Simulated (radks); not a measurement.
The numbers below are computed, except where a source is named.
Q: Species: Zn2+. Configuration: [Ne] 3p6 3d10 4f2 (not the ground configuration). Level of theory: Dirac Kohn-Sham, exchange-only B88, spin-unpolarised, spherical densities, point nucleus; open shells fill j = l - 1/2 first (a radial shooting solver on a logarithmic mesh with Libxc functionals). Some entries of the table are withheld. Estimate them.

orbital,occ.,eigenvalue (eV),<r> (bohr)
1s1/2,2,-9590.851,0.05029
2s1/2,2,-1215.889,0.2258
2p1/2,2,(1),0.1957
2p3/2,4,(2),0.1991
3p1/2,2,-138.9434,(3)
3p3/2,4,-135.7254,(4)
3d3/2,4,(5),0.7662
3d5/2,6,(6),0.7701
4f5/2,2,(7),4.930
4f7/2,0,(8),4.930

A: 
(1) 2p1/2 eigenvalue (eV): -1078.560
(2) 2p3/2 eigenvalue (eV): -1054.583
(3) 3p1/2 <r> (bohr): 0.6884
(4) 3p3/2 <r> (bohr): 0.6980
(5) 3d3/2 eigenvalue (eV): -61.6602
(6) 3d5/2 eigenvalue (eV): -61.2252
(7) 4f5/2 eigenvalue (eV): -6.8396
(8) 4f7/2 eigenvalue (eV): -6.8394
